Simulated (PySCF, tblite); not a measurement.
Species: C₇H₁₀OSSi.
Numbering: `[CH3:1][Si@@:2]([OH:3])([SH:4])[c:5]1[cH:6][cH:7][cH:8][cH:9][cH:10]1` (hydrogens: H11, H12, H13 on C1; H14 on O3; H15 on S4; H16 on C6; H17 on C7; H18 on C8; H19 on C9; H20 on C10)

Geometry (GFN2-xTB, Å), atoms numbered from 1 in this order:
```xyz
20
C7H10OSSi angstrom
C     -2.7761   -0.4379    0.6215
Si    -1.4394    0.7661    0.0245
O     -1.7356    1.3699   -1.4615
S     -1.4506    2.3909    1.4775
C      0.2863    0.0224   -0.1001
C      0.9482   -0.0546   -1.3211
C      2.2119   -0.6091   -1.4095
C      2.8350   -1.1003   -0.2747
C      2.1899   -1.0292    0.9487
C      0.9276   -0.4715    1.0327
H     -3.7382    0.0597    0.7081
H     -2.5342   -0.8456    1.5971
H     -2.8873   -1.2683   -0.0689
H     -2.5269    1.8673   -1.6557
H     -0.4173    3.0362    0.9608
H      0.4624    0.3285   -2.2049
H      2.7134   -0.6581   -2.3655
H      3.8204   -1.5381   -0.3424
H      2.6725   -1.4066    1.8387
H      0.4329   -0.4110    1.9917
```

Computed, not measured: PBE0/pcSseg-1 in PySCF (dipole) on a GFN2-xTB geometry, gas phase.

Take the most abundant isotopes and a rigid rotor. The values belong to one conformer with, in the numbering `[CH3:1][Si@@:2]([OH:3])([SH:4])[c:5]1[cH:6][cH:7][cH:8][cH:9][cH:10]1`, C1–Si2–O3–H 59°, C1–Si2–S4–H 175°, C1–Si2–C5–C6 118°.

(1) Give the principal moments of inertia and the rotational constants in GHz.

(2) Classify the top.

(3) What does the inertial defect say?

(4) Give the other two planar moments, Paa and Pbb, and the rms extents of the mass along the axes.

(5) Which lines would a microwave search look for?

(6) Estimate the classical rotational partition function at 100 K, 200 K and 298.15 K.

Results:

(1) Ia = 297.11, Ib = 825.60, Ic = 901.22 u·Å²; 505379 MHz·u·Å²/I gives 1701, 612.1 and 560.8 MHz, that is A = 1.7010, B = 0.6121, C = 0.5608 GHz.

(2) A near-prolate asymmetric top: κ = (2 × 612.1 − 1701 − 560.8)/(1701 − 560.8) = -0.91.

(3) Not planar: Δ = Ic − Ia − Ib = -221.49 u·Å². For a rigid frame Δ = −2 Σ m c², so Σ m c² = 110.75 u·Å² lies off the ab plane: 24.28 from hydrogen and 86.47 from heavier atoms. The atom farthest from that plane is 2.61 Å away.

(4) Paa = Σ m a² = (Ib + Ic − Ia)/2 = 714.86 and Pbb = Σ m b² = (Ia + Ic − Ib)/2 = 186.37 u·Å². With the mass M = 170.02 u, the rms extents √(P/M) along a, b and c are 2.05, 1.05, 0.81 Å.

(5) The dipole components are |μa| = 0.37 D, |μb| = 1.12 D, |μc| = 0.50 D. The squared components, which scale the intensities, stand as 0.11 : 1.00 : 0.20 (a : b : c). Some lines, for components of 0.1 D or more:

| type | branch | J(Ka,Kc) | MHz | lower level (cm⁻¹) |
| --- | --- | --- | --- | --- |
| b | R | 3(1,2) ← 2(2,1) | 328 | 0.266 |
| c | Q | 1(1,1) ← 1(0,1) | 1089 | 0.039 |
| a | R | 1(0,1) ← 0(0,0) | 1173 | 0.000 |
| b | R | 2(0,2) ← 1(1,1) | 1255 | 0.075 |
| b | R | 1(1,1) ← 0(0,0) | 2262 | 0.000 |
| c | R | 1(1,0) ← 0(0,0) | 2313 | 0.000 |
| a | R | 2(0,2) ← 1(0,1) | 2344 | 0.039 |
| a | R | 2(1,1) ← 1(1,0) | 2397 | 0.077 |
| b | R | 3(0,3) ← 2(1,2) | 2472 | 0.152 |
| b | Q | 3(2,1) ← 3(1,2) | 3199 | 0.277 |
| a | R | 3(2,1) ← 2(2,0) | 3526 | 0.266 |
| c | R | 2(1,1) ← 1(0,1) | 3537 | 0.039 |
| c | R | 3(1,2) ← 2(0,2) | 4788 | 0.117 |
| c | Q | 3(3,1) ← 3(2,1) | 5565 | 0.384 |
| b | Q | 3(3,1) ← 3(2,2) | 5574 | 0.383 |
| c | R | 2(2,1) ← 1(1,1) | 5715 | 0.075 |
| b | R | 2(2,0) ← 1(1,1) | 5717 | 0.075 |
| c | R | 3(2,2) ← 2(1,2) | 6939 | 0.152 |
| b | R | 3(2,1) ← 2(1,2) | 6948 | 0.152 |
| b | R | 3(3,1) ← 2(2,0) | 9091 | 0.266 |

(6) Point group C1, symmetry number σ = 1; q = (√π/σ)·√((kT/h)³/(ABC)), k/h = 20836.6 MHz/K: 221000 at 100 K, 624000 at 200 K, 1140000 at 298.15 K.

Its GFN2-xTB frequencies are all real (lowest 16 cm⁻¹). These are rigid-rotor constants of the computed structure; measured ground-state constants (B0) also hold zero-point vibration. A rigid rotor knows nothing of internal rotation, which can split or shift real lines.
